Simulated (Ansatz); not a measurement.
Molecule: sum formula H3BNO2 (charge -1, singlet). It need not be the lowest isomer of its formula. Whether it binds its extra electron was not tested at this geometry. 
Coordinates optimised at B3LYP-D3(BJ)/def2-TZVP (Ansatz, a program for electronic structure):
```
B
N 1 1.3684
H 2 1.0170 1 112.79
O 1 1.4388 2 128.89 3 0.00
H 4 0.9622 1 107.47 2 -180.00
O 1 1.4462 2 121.34 3 180.00
H 6 0.9621 1 103.92 2 0.00
```
Charge -1, spin multiplicity 1.

Total electronic energies in hartree. Cores are frozen in the correlated levels unless marked. Spin-orbit coupling is left out. Non-relativistic. CBS marks a two-point X^-3 extrapolation of the correlation energy; Hartree-Fock from the larger set.

```csv
level,program,energy (Eh)
HF/6-31G*,Ansatz,-230.68274
RI-HF/cc-pVQZ,Ansatz,-230.82399
PBE-D4/def2-TZVPD,Ansatz + dftd4,-231.83766
BLYP-D3(BJ)/def2-TZVPD,Ansatz + dftd3,-232.05634
r2SCAN-D4/def2-TZVPD,Ansatz + dftd4,-231.97594
PBE0/STO-3G,Ansatz,-228.42413
PBE0-D4/def2-TZVPD,Ansatz + dftd4,-231.83787
PBE0/def2-TZVP,Ansatz,-231.82646
BHLYP/def2-TZVPD,Ansatz,-231.97418
HSE06-D4/def2-TZVPD,Ansatz + dftd4,-231.82649
HSE06/def2-TZVPD,Ansatz,-231.82345
LC-wPBE-D4/def2-TZVPD,Ansatz + dftd4,-231.95624
wB97M-V/def2-TZVPD,Ansatz,-232.02485
B2GP-PLYP-D3(BJ)/def2-TZVPD,Ansatz + dftd3,?
MP2/aug-cc-pVDZ,Ansatz,-231.44218
MP2/cc-pVDZ,Ansatz,-231.34659
MP2/cc-pVTZ,Ansatz,-231.61056
MP2/cc-pwCVTZ,Ansatz,-231.62753
SCS-MP2/aug-cc-pVTZ,Ansatz,-231.62714
CCSD/cc-pVDZ,Ansatz,-231.36662
CCSD(T)/aug-cc-pVDZ,Ansatz,-231.48023
CCSD(T)/cc-pVQZ,Ansatz,-231.73351
"CCSD(T)/CBS(aug-cc-pVTZ,aug-cc-pVQZ)",Ansatz,-231.7819
```

Q: What belongs in the gaps?

A: 
- B2GP-PLYP-D3(BJ)/def2-TZVPD, energy (Eh): -231.89373
